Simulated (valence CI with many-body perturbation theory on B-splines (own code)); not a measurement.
## Level structure of La VII

Level of theory: relativistic CI+MBPT: five valence electrons over a frozen Dirac-Fock core [Kr] 4d10, radial functions for each j: 7 s, 7 p, 7 d, 7 f, 4 g, 2 h, with the one-electron correlation potential Σ1 (screened to all orders), the two-electron term Σ2, the three-electron term Σ3, Breit, model QED; selected single and double excitations, second order for the rest, scaled by the run's own slope (own B-spline code, finite nucleus).

With an open or low-lying f shell, different configurations can be misplaced against each other by up to about 5,000 cm⁻¹. No measured spectrum was set against this ion. As an estimate, levels hold to about 250 cm⁻¹ or 0.2 % of their energy and the worst to 1 %, as in measured heavy ions of charge 2 to 7; those with d or f electrons hold less well. Among the levels kept, up to 2200 cm⁻¹ of a level comes from second order outside the variational space, and about a tenth of that is noise between levels of different J, which matters for small intervals.

Levels 136 to 180 of 216, with energies above the lowest level, 5s2.5p3 4S°_3/2. "Leading %" is the weight of the configuration and term that name the level; weights of strongly mixed levels are sums over their largest components and can fall short. Lifetimes count E1, E2, E3, M1 and M2 decay at the calculated energies, and are blank where another channel may lead or the interval is too uncertain; long ones can be off by a factor of two.

```
No.  Configuration  Term     J  E (cm⁻¹)  Leading %      g     Second component  Lifetime
136     4f2.5s2.5p   4F°   3/2    289140         54  0.642  26 % 4f2.5s2.5p 2D°    469 ns
137     4f2.5s2.5p   4F°   5/2    289620         53  1.063  17 % 4f2.5s2.5p 4D°    471 ns
138     4f2.5s2.5p   4F°   7/2    289950         38  1.113  29 % 4f2.5s2.5p 4G°   1.01 μs
139      4f.5s.5p3    2F   7/2    289980         45  1.045    31 % 4f.5s.5p3 2G    262 ps
140      4f.5s.5p3    2F   5/2    291030         32  1.018    11 % 4f.5s.5p3 2D    102 ps
141     4f2.5s2.5p   4F°   9/2    291060         63  1.248   7 % 4f2.5s2.5p 2G°   2.96 μs
142     4f2.5s2.5p   4G°   7/2    291390         28  1.121  28 % 4f2.5s2.5p 4F°    573 ns
143     4f2.5s2.5p   4G°  11/2    291670         75  1.230  12 % 4f2.5s2.5p 2H°   2.42 μs
144      4f.5s.5p3    2D   3/2    291730         35  0.754   15 % 5s2.5p2.5d 2D   59.7 ps
145     5s2.5p2.5d    2D   5/2    291930         30  1.017    27 % 4f.5s.5p3 2F   35.0 ps
146     4f2.5s2.5p   4G°   5/2    292010         85  0.633   5 % 4f2.5s2.5p 4F°   1.46 μs
147      4f.5s.5p3    2G   9/2    292020         80  1.120                        1.47 ns
148     4f2.5s2.5p   4G°   9/2    292730         65  1.132   8 % 4f2.5s2.5p 2H°   1.85 μs
149     4f2.5s2.5p   2P°   1/2    293860         92  0.660                         710 ns
150     4f2.5s2.5p   4D°   1/2    294060         93  0.043                         354 ns
151     4f2.5s2.5p   2G°   7/2    295170         43  0.976  23 % 4f2.5s2.5p 4G°   1.34 μs
152     4f2.5s2.5p   2H°  11/2    295530         66  1.079  16 % 4f2.5s2.5p 2I°    954 ns
153     4f2.5s2.5p   4D°   3/2    295530         80  1.184  10 % 4f2.5s2.5p 2D°    439 ns
154      4f.5s.5p3    4F   7/2    296880         44  1.122    32 % 4f.5s.5p3 4G    461 ps
155     4f2.5s2.5p   2I°  13/2    296940         68  1.065  16 % 4f2.5s2.5p 2K°   13.2 μs
156      4f.5s.5p3    4F   5/2    296990         43  0.952    19 % 4f.5s.5p3 4G    224 ps
157     5s2.5p2.6s    4P   1/2    297170         62  2.150   16 % 5s2.5p2.6s 2P   61.6 ps
158     4f2.5s2.5p   2G°   9/2    297570         74  1.087  13 % 4f2.5s2.5p 2H°   1.98 μs
159      4f.5s.5p3    4G   9/2    297620         34  1.079    18 % 4f.5s.5p3 2H    503 ps
160      4f.5s.5p3    4F   3/2    297900         53  0.662    10 % 4f.5s.5p3 4D    121 ps
161     4f2.5s2.5p   4D°   5/2    298080         61  1.350  22 % 4f2.5s2.5p 2D°    731 ns
162      4f.5s.5p3    2F   5/2    299060         34  0.885    20 % 4f.5s.5p3 4G    170 ps
163     4f2.5s2.5p   2F°   5/2    299530         73  0.927  18 % 4f2.5s2.5p 2D°    269 ns
164      4f.5s.5p3    4F   9/2    299540         43  1.208    10 % 4f.5s.5p3 2H    333 ps
165     4f2.5s2.5p   2I°  11/2    300040         69  0.968  21 % 4f2.5s2.5p 2H°   1.39 μs
166      4f.5s.5p3    4G  11/2    300050         37  1.187    31 % 4f.5s.5p3 2H    559 ps
167      4f.5s.5p3    4D   1/2    300330         46  0.485    24 % 4f.5s.5p3 2P    264 ps
168      4f.5s.5p3    4G   7/2    300450         31  1.033    16 % 4f.5s.5p3 4F    358 ps
169      4f.5s.5p3    4D   3/2    301460         32  1.162    12 % 4f.5s.5p3 2D    161 ps
170     4f2.5s2.5p   2F°   7/2    302180         55  1.136  16 % 4f2.5s2.5p 4D°    447 ns
171      4f.5s.5p3    4G   5/2    302630         17  0.996    13 % 4f.5s.5p3 4D    123 ps
172     4f2.5s2.5p   4P°   1/2    302960         68  2.432  25 % 4f2.5s2.5p 2S°   1.05 μs
173     4f2.5s2.5p   2F°   5/2    303310         85  0.859   5 % 4f2.5s2.5p 4G°    354 ns
174      4f.5s.5p3    4D   5/2    303480         19  1.072    17 % 4f.5s.5p3 4G    275 ps
175     4f2.5s2.5p   2I°  13/2    303810         50  1.010  45 % 4f2.5s2.5p 2K°   3.03 μs
176     4f2.5s2.5p   2D°   3/2    304620         45  1.208  20 % 4f2.5s2.5p 4P°    301 ns
177      4f.5s.5p3    4D   7/2    304830         45  1.272    21 % 4f.5s.5p3 2F    273 ps
178      4f.5s.5p3    2G   9/2    304960         25  1.079    17 % 4f.5s.5p3 2H    340 ps
179     4f2.5s2.5p   4P°   3/2    305910         45  1.482  22 % 4f2.5s2.5p 2D°    218 ns
180     4f2.5s2.5p   4D°   7/2    306440         53  1.247  19 % 4f2.5s2.5p 2F°    444 ns
```

Names give the largest LS component (configuration and term), which can be under half, so a name can repeat, a term be missing and a line seem to break the LS rules; names also repeat where a configuration has a term twice.

Where two levels of one J and parity lie close, their mixing, g and order are uncertain.
